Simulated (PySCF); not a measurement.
**C3H10OSi: core ionisation energies**

Compound: C3H10OSi.
Z-matrix (Å and degrees, GFN2-xTB geometry), rows numbered from 1:
```
C 
C   1  1.5255
C   2  1.5265  1  111.25
O   2  1.4022  1  111.07  3   120.14
Si  4  1.6135  2  131.85  1    64.61
H   1  1.0867  2  110.23  3    58.01
H   1  1.0874  2  109.62  3   -62.25
H   1  1.0870  2  110.05  3   178.27
H   2  1.1010  1  108.84  3  -120.47
H   3  1.0868  2  109.99  1   179.93
H   3  1.0865  2  110.30  1   -59.68
H   3  1.0873  2  109.64  1    60.72
H   5  1.4676  4  111.37  2    54.80
H   5  1.4533  4   99.36  2   174.76
H   5  1.4677  4  112.58  2   -65.87
```

Level of theory: PySCF 2.14.0, delta-SCF UKS SCAN, pcX-2 on the ionised atom, pcseg-1 elsewhere, spin-free X2C. Vertical ΔSCF values, vacuum level as zero.

Q: Give the core binding energies atom by atom.

A: 
| atom(s) | bonded to | level | binding energy (eV) | 2p1/2 (eV) | above the level's lowest (eV) | count |
| --- | --- | --- | --- | --- | --- | --- |
| Si5 | O and 3 H | Si 2p3/2 | 107.10 | 107.72 | 0.00 | 1 |
| C1/C3 | C and 3 H | C 1s | 290.58 | – | 0.00 | 2 |
| C2 | O, 2 C and H | C 1s | 292.24 | – | +1.66 | 1 |
| O4 | C and Si | O 1s | 537.78 | – | 0.00 | 1 |
| Si5 | O and 3 H | Si 1s | 1846.92 | – | 0.00 | 1 |

The listed C 1s values span 1.66 eV, from C1/C3 (bonded to C and 3 H) to C2 (bonded to O, 2 C and H). Summing the Pauling electronegativity differences to the bonded atoms, each weighted by its formal bond order, gives -1.05 for the lowest site and +0.54 for the highest.

Q: Express the binding energy of Si 1s of Si5 in atomic units and per mole.

A: 1846.92 eV = 67.8731 Eh = 178201 kJ/mol.

Q: Which photon energy gives electrons from Si 1s of Si5 a kinetic energy of 20 eV, and what is their de Broglie wavelength?

A: hν = 1846.92 + 20 = 1866.92 eV, recoil neglected; λ = 12.264 Å/√(E/eV) = 2.74 Å.

One atom of each set of topologically equivalent atoms was ionised and stands for the set; in this conformer not all members are related by symmetry, and their own values weren't computed. The 2p values aren't plain energy differences: one relaxed spin-free 2p hole is combined with a matrix within the shell (ground-state 2p orbital-energy differences and spin–orbit coupling). 2p3/2, the mean of its two sublevels, lies a third of the splitting below the shell's mean and 2p1/2 two thirds above it; the statistical areas are 2:1. 2p1/2 minus 2p3/2 (ligand field included): Si 0.63 eV. Isolated species at its GFN2-xTB geometry (one conformer only).
